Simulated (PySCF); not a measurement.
Point-charge models of `CO[SiH2]/C=C/C=C\Cl` against its computed dipole.

Coordinates (GFN2-xTB, Å) and charges (e) from the PBE0/pcSseg-1 density (PySCF):

```
atom       x       y       z  Mulliken      IAO  Hirshfeld  ESP-fitted
  C1  -3.748   0.405  -0.163   -0.0014  -0.1962    -0.0322     -0.2028
  O2  -2.363   0.529  -0.104   -0.6422  -0.6380    -0.2261     -0.3495
 Si3  -1.248  -0.649  -0.049   +0.8598  +1.0183    +0.3935     +0.7096
  C4   0.329   0.354   0.014   -0.3784  -0.4343    -0.1353     -0.5203
  C5   1.545  -0.198   0.067   -0.1085  -0.1235    -0.0459     +0.0871
  C6   2.770   0.558   0.114   -0.1123  -0.1579    -0.0567     -0.1298
  C7   4.002   0.051   0.169   -0.0908  -0.1733    -0.0291     -0.2679
 Cl8   4.344  -1.631   0.192   -0.0953  -0.0202    -0.0192     -0.0431
  H9  -4.177   1.408  -0.187   +0.1176  +0.1540    +0.0497     +0.1231
 H10  -4.130  -0.128   0.711   +0.0963  +0.1283    +0.0413     +0.1064
 H11  -4.054  -0.138  -1.061   +0.0963  +0.1282    +0.0413     +0.1078
 H12  -1.322  -1.511  -1.238   -0.1218  -0.1628    -0.0883     -0.1473
 H13  -1.423  -1.499   1.137   -0.1218  -0.1628    -0.0883     -0.1481
 H14   0.259   1.435   0.007   +0.1185  +0.1568    +0.0459     +0.1932
 H15   1.644  -1.274   0.076   +0.1217  +0.1459    +0.0346     +0.1079
 H16   2.676   1.636   0.103   +0.1116  +0.1636    +0.0578     +0.1581
 H17   4.889   0.664   0.203   +0.1506  +0.1740    +0.0569     +0.2155
```

**Question.** Compute μ = Σ q r for each scheme (1 e·Å = 4.803 D) and compare with the dipole of the full density.

**Answer.** The full density gives (-1.12, 0.89, -0.05) D, 1.43 D in size; dipole vectors point from the negative to the positive end.

```csv
scheme,μx,μy,μz,size (D),share of the full size (%),angle to the full dipole (°)
Mulliken,-2.93,-0.57,-0.12,2.99,209,50
IAO,-1.24,-0.85,-0.05,1.50,105,73
Hirshfeld,-0.53,0.24,-0.02,0.58,41,14
ESP-fitted,-1.13,0.89,-0.06,1.44,101,1
```

**Question.** Which set comes closest?

**Answer.** Length of the difference vector: ESP-fitted 0.02 D, Hirshfeld 0.88 D, IAO 1.75 D, Mulliken 2.33 D. Closest: ESP-fitted. The schemes that divide the density aren't constrained to reproduce the dipole.

**Question.** What is left for the Hirshfeld atoms' own dipoles?

**Answer.** The shares of the density sum to the whole, so what Σ q r misses lies in dipoles about the nuclei. The atomic dipoles sum to (-1.12, 0.89, -0.05) − (-0.53, 0.24, -0.02) = (-0.59, 0.65, -0.03) D, 0.88 D in size.

**Question.** With the origin at the mean of the coordinates, (0.000, 0.001, -0.001) Å, which are the largest single terms, by size, of the Mulliken dipole along the direction of the full one?

**Answer.** O2 -6.71, H17 -2.47, Si3 +2.35, H9 +2.34, Cl8 +2.02 D; all 17 atoms together +1.93 D. The single terms depend on the origin, their sum doesn't.

**Question.** Give the size of the full dipole in other units.

**Answer.** 1.43 D = 0.563 au = 0.298 e·Å = 4.77 × 10⁻³⁰ C·m.

Isolated species at its GFN2-xTB geometry (one conformer only).

The values belong to the conformer `[CH3:1][O:2][SiH2:3]/[CH:4]=[CH:5]/[CH:6]=[CH:7]\[Cl:8]`: C1–O2–Si3–C4 180°, O2–Si3–C4–C5 180°, C4–C5–C6–C7 180°.
